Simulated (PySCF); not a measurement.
System: sum formula H2BOBr2 (charge +1, singlet). It need not be the lowest isomer of its formula. 
Coordinates optimised at B3LYP-D3(BJ)/def2-TZVP (Ansatz):
```xyz
6

O     -1.8403    -0.5574     0.0728
B     -0.4198    -0.1271     0.0166
Br    -0.1118     1.5701     0.7079
Br     0.7260    -1.3841    -0.7322
H     -2.5420     0.0125     0.4437
H     -2.1334    -1.4285    -0.2587
```
Charge +1, spin multiplicity 1.

Dispersion corrections to the total energy (kcal/mol) from the dftd3 and dftd4 libraries through PySCF: D3(BJ) without and D4 with the three-body term, each with the damping fitted for the functional named.

```csv
functional,D3(BJ),D4
LC-wPBE,-3.51,-3.73
HSE06,[?],-2.61
PBE0,-3.04,-2.78
revPBE,-8.07,[?]
B3LYP,-6.37,-5.44
HF,-25.15,-11.16
CAM-B3LYP,[?],-2.87
```

Question: Some entries are withheld; supply them.

Answer: 
- HSE06, D3(BJ): -2.54
- revPBE, D4: -9.12
- CAM-B3LYP, D3(BJ): -3.02
